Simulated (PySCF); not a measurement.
# `CC#C[SiH2]O[SiH3]`: 4 charge schemes on one density

C3H8OSi2.
Structure used (PBE0-D3(BJ)/def2-SVP), in Å, numbered top down from 1:
```
atom  x, y, z in Å
C1     2.3454    1.7734    0.8229
C2     1.5942    0.5968    0.4301
C3     0.9616   -0.3940    0.1041
Si4   -0.0064   -1.8605   -0.3968
O5    -1.6264   -1.5057   -0.3507
Si6   -2.6471   -0.2033   -0.2136
H7     2.7414    2.3025   -0.0578
H8     1.7090    2.4749    1.3844
H9     3.1959    1.4987    1.4661
H10    0.2618   -2.9861    0.5394
H11    0.3740   -2.2515   -1.7832
H12   -2.3718    0.8014   -1.2852
H13   -2.4888    0.4549    1.1180
H14   -4.0439   -0.7025   -0.3552
```

Density: PBE0/pcSseg-1 (PySCF); schemes: Mulliken, IAO, Hirshfeld and ESP-fitted. Isolated species at its PBE0-D3(BJ)/def2-SVP geometry (one conformer only).

Task: Atoms with like bonding are taken together and averaged. For which atoms does the sign change between the 4 schemes (beyond +0.03 e in one, beyond −0.03 e in another)?

Result: C2.

Task: At which atom do the 4 schemes differ most?

Result: At Si4: from +0.413 (Hirshfeld) to +1.016 e (IAO), 0.603 e apart.

Task: Do the Mulliken, IAO, Hirshfeld and ESP-fitted schemes agree on where the charge is lowest?

Result: The schemes don't all agree: Mulliken O5 (-0.761); IAO O5 (-0.870); Hirshfeld O5 (-0.309); ESP-fitted C1 (-0.500).

Task: What partial charge does each atom carry?

Result: In e; atoms taken as equivalent share a row and are averaged (×n: the atom named and its like, n in all):

```csv
atom,environment,Mulliken,IAO,Hirshfeld,ESP-fitted
C1,propargylic carbon,-0.189,-0.433,-0.089,-0.500
C2,alkyne carbon,-0.083,+0.020,-0.014,+0.220
C3,alkyne carbon,-0.461,-0.417,-0.187,-0.479
Si4,oxygen-bound silicon,+0.881,+1.016,+0.413,+0.698
O5,siloxane oxygen,-0.761,-0.870,-0.309,-0.478
Si6,oxygen-bound silicon,+0.729,+0.851,+0.382,+0.588
H7/H8/H9,methyl hydrogen,+0.159,+0.175,+0.065,+0.179
H10/H11,Si–H hydrogen,-0.123,-0.138,-0.076,-0.116
H12/H13/H14,Si–H hydrogen,-0.116,-0.139,-0.080,-0.117
```

Mean size of the charges over all atoms: IAO 0.345 e, Mulliken 0.298 e, ESP-fitted 0.292 e, Hirshfeld 0.142 e. Each set sums to the total charge, 0, to within 0.001 e. The IAO scheme counts the electrons in orthogonalised intrinsic atomic orbitals, a minimal basis polarised so that it spans the occupied orbitals exactly. The Hirshfeld scheme weights the molecular density at each point by an atom's share of the summed free-atom densities.

Task: Sum the charges by element, for elements with more than one atom.

Result: 
```
element  atoms  Mulliken     IAO  Hirshfeld  ESP-fitted
      C      3    -0.733  -0.830     -0.290      -0.758
     Si      2    +1.609  +1.866     +0.796      +1.285
      H      8    -0.115  -0.166     -0.196      -0.048
```

Task: How closely do the schemes follow one another over all atoms?

Result: Correlation coefficient and root-mean-square difference: Mulliken with Hirshfeld 0.99, 0.218 e; Mulliken with IAO 0.99, 0.093 e; IAO with Hirshfeld 0.99, 0.283 e; IAO with ESP-fitted 0.96, 0.164 e; Hirshfeld with ESP-fitted 0.93, 0.190 e; Mulliken with ESP-fitted 0.93, 0.152 e.

These values come from a run that also computed NMR shieldings. The run took 22 s wall on Arm Neoverse V1, one thread (shared host).
